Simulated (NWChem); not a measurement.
System: DMF (C3H7NO); SMILES CN(C)C=O

Here is an NWChem input.

```
start job
memory heap 200 mb stack 900 mb global 1100 mb
geometry units angstroms noautosym nocenter noautoz
  C      0.775659    -1.583626    -0.000429
  N      0.024092    -0.345095    -0.000288
  C     -1.426258    -0.427096    -0.001436
  C      0.640605     0.874691    -0.000057
  O      0.077481     1.956746    -0.000595
  H      1.847150    -1.363276     0.002295
  H      0.543170    -2.187324     0.887423
  H      0.547214    -2.184976    -0.890955
  H     -1.819472     0.590184    -0.001005
  H     -1.784726    -0.958373    -0.892972
  H     -1.786001    -0.960440     0.888279
  H      1.744357     0.776981     0.000766
end
basis spherical
  * library def2-svp
end
dft
  xc b3lyp
  iterations 150
  mulliken
end
task dft energy
esp
  recalculate
  probe 0.07
  range 0.3
  factor 1.0
  spacing 0.02
end
task esp
```

All runs use the structure optimised with B3LYP/6-31G* (spherical d).

Atomic charges in e: unrestrained fits to the electrostatic potential beside Mulliken populations; buried atoms are poorly determined by the fit.

Atoms are numbered as in the input.

### Question
Predict the main results of this run. (B3LYP/def2-SVP.) Quantities: ESP C1; Mulliken C1; ESP N2; Mulliken N2; ESP C3; Mulliken C3; ESP C4; Mulliken C4; ESP O5; Mulliken O5; relative RMS misfit of the potential (%).

### Answer
```
Property                                  Value
----------------------------------------  -----
ESP C1                                    -0.06
Mulliken C1                                0.13
ESP N2                                    -0.06
Mulliken N2                               -0.31
ESP C3                                     0.08
Mulliken C3                                0.12
ESP C4                                     0.31
Mulliken C4                                0.20
ESP O5                                    -0.48
Mulliken O5                               -0.28
relative RMS misfit of the potential (%)     21
```
